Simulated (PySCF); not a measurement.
EPR parameters of C6H9O

C6H9O (doublet state).
Structure used (GFN2-xTB), in Å, numbered top down from 1:
```xyz
16
C6H9O angstrom
C      3.334    0.213    0.270
O      2.072    0.024   -0.141
C      1.047    0.260    0.697
C     -0.223    0.037    0.344
C     -1.525    0.214    1.069
C     -2.248   -0.320   -0.183
C     -0.893   -0.476   -0.898
H      3.537    0.655    1.228
H      4.079    0.113   -0.491
H      1.297    0.646    1.682
H     -1.636   -0.401    1.963
H     -1.762    1.245    1.333
H     -2.923    0.394   -0.649
H     -2.780   -1.255   -0.023
H     -0.759    0.156   -1.776
H     -0.624   -1.497   -1.169
```

The hyperfine couplings belong to this conformer and change with its torsions.

Identity: `[CH2]OC=C1CCC1` [radical].

Theory: PySCF 2.14.0, UKS B3LYP, pcH-1 on C H O, non-relativistic, mean-field spin-orbit, GIAO. Geometry: GFN2-xTB, one conformer, isolated molecule. Couplings are sensitive to structure, and on GFN2-xTB geometries they can be far from those on DFT ones. Stability of the SCF solution: not tested.

```
g1, g2, g3        : 2.00211, 2.00325, 2.00410
g_iso             : 2.00316
Form of g         : rhombic: the two nearest values differ by 43 % of g3 − g1
⟨S²⟩              : 0.7555 (exact 0.7500)
α and β electrons : 27, 26
Total energy      : -309.17657 Eh
Basis functions   : 265
```

Isotropic coupling and dipolar principal values T1 to T3, in MHz; ρ(0) is the spin density at the nucleus:

```
atom  isotope  a_iso     T1     T2     T3  Mulliken spin population  ρ(0) (bohr⁻³)
  C1      13C   95.3  -75.3  -73.6  148.9                      0.92         0.0848
  O2      17O  -20.8  -63.2   30.4   32.8                      0.11         0.0344
  C3      13C  -11.3  -10.3    2.8    7.4                     -0.07        -0.0100
  C4      13C   11.0   -9.9   -8.9   18.8                      0.12         0.0097
  C5      13C   -4.6   -0.3   -0.1    0.4                     -0.01        -0.0041
  C6      13C    0.7   -0.3   -0.2    0.5                      0.00         0.0006
  C7      13C   -4.2   -0.3   -0.1    0.3                     -0.01        -0.0038
  H8       1H  -56.0  -35.9    0.2   35.7                     -0.04        -0.0125
  H9       1H  -56.6  -35.7   -0.1   35.8                     -0.04        -0.0127
 H10       1H    2.6   -4.1   -4.0    8.1                      0.00         0.0006
 H11       1H   13.3   -0.9   -0.7    1.6                      0.01         0.0030
 H12       1H   13.5   -0.9   -0.8    1.6                      0.01         0.0030
 H13       1H   -0.5   -0.6   -0.5    1.1                      0.00        -0.0001
 H14       1H   -0.5   -0.6   -0.5    1.1                      0.00        -0.0001
 H15       1H   11.8   -1.2   -0.7    2.0                      0.01         0.0027
 H16       1H   11.5   -1.3   -0.7    2.0                      0.01         0.0026
```

The largest Mulliken spin populations are on C1 (+0.92), C4 (+0.12), O2 (+0.11) and C3 (-0.07). No atom but C1 exceeds +0.15. The positive populations add up to 1.17 and the negative ones to -0.17, together 2S = 1. The angles at C1 add up to 358.5°, so it is nearly planar; its axial dipolar tensor and the negative couplings of its protons fit spin in a p orbital normal to that plane.

Axes: g3 points within 7° of the C1–H9 bond.

Under fast tumbling the dipolar parts average out, and these isotropic splittings remain: 1 × 1H (H9, I = 1/2, 2 lines) with 2.02 mT, 1 × 1H (H8, I = 1/2, 2 lines) with 2.00 mT, 2 × 1H (H11/H12, I = 1/2, 3 lines) with 0.48 mT, 2 × 1H (H15/H16, I = 1/2, 3 lines) with 0.42 mT and 1 × 1H (H10, I = 1/2, 2 lines) with 0.09 mT.

Class means assume fast exchange of nuclei equivalent by connectivity; if that motion is slow, each nucleus keeps its own coupling. H8 and H9 aren't averaged: C1 is flat or nearly so (angle sum 358°), and its turn about the short C1–O2 bond (1.34 Å) is taken as slow.

The 13C coupling of C1 (95.3 MHz) shows only in satellite lines or after enrichment, since that isotope makes up about 1.07 % of natural carbon.

The 17O coupling of O2 (-20.8 MHz) shows only in satellite lines or after enrichment, since that isotope makes up about 0.038 % of natural oxygen.

The spin density at the nucleus, in bohr⁻³, is negative for H9 (-0.0127), H8 (-0.0125) and C3 (-0.0100), for instance. A restricted open-shell determinant has no negative spin density anywhere; here it arises because α and β orbitals differ (spin polarisation).
